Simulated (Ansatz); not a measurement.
`C[Si@H]1O[C@@H]1N` → `C/C(O)=N\[SiH3]`  (isomerisation)

Gas-phase electronic energies from Ansatz, PBE0-D4/def2-TZVP geometries. CCSD(T)/CBS adds triple-zeta CCSD(T) − MP2 to the extrapolated MP2 energy (def2 sets, frozen cores). Functionals use def2-TZVPP. B3LYP here is the variant with VWN-RPA as its local correlation; programs differ in this. Each species was taken in one conformer, which may not be the lowest.

```
             level  ΔE (kJ/mol)  difference from CCSD(T)/CBS
            PBE-D4        -38.5                          5.3
         r2SCAN-D4        -43.2                          0.6
          B3LYP-D4        -56.2                        -12.4
           ωB97X-V        -46.7                         -2.9
           ωB97M-V        -45.0                         -1.2
            B2PLYP        -51.8                         -8.0
            r2SCAN        -42.9                          0.9
              PBE0        -41.4                          2.4
             B3LYP        -54.9                        -11.1
SCS-MP2/def2-TZVPP        -50.8                         -7.0
   CCSD/def2-TZVPP        -52.0                         -8.2
CCSD(T)/def2-TZVPP        -49.6                         -5.8
    MP2/def2-QZVPP        -39.3                          4.5
SCS-MP2/def2-QZVPP        -47.2                         -3.4
      HF/CBS(def2)        -88.0                        -44.2
    CCSD/CBS(def2)        -46.2                         -2.4
       CCSD(T)/CBS        -43.8                            0
```

Largest T1 diagnostic among the species: 0.013.

In def2-TZVPP, CCSD(T) changes the Hartree–Fock value by +39.7 kJ/mol (the triples alone add +2.3 kJ/mol) and MP2 by +46.3 kJ/mol. From PBE to PBE0 (25 % exact exchange), in def2-TZVPP and without D4, ΔE moves by −3.8 kJ/mol.
